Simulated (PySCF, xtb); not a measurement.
C₅H₅FSi, SMILES [Si](C#C)(C)(C#C)F.

GFN2-xTB (xtb) at its own geometry gives an orbital gap of 5.06 eV and a dipole moment of 2.02 D.

Coordinates come from a ωB97X-D3(BJ)/def2-SVP optimisation.

Task: What does r2SCAN/def2-TZVP (PySCF) give? (The exact figures need the calculation; the answer reports its results.)

Result: gap 5.73 eV (levels -7.35 and -1.62 eV), dipole 2.06 D.
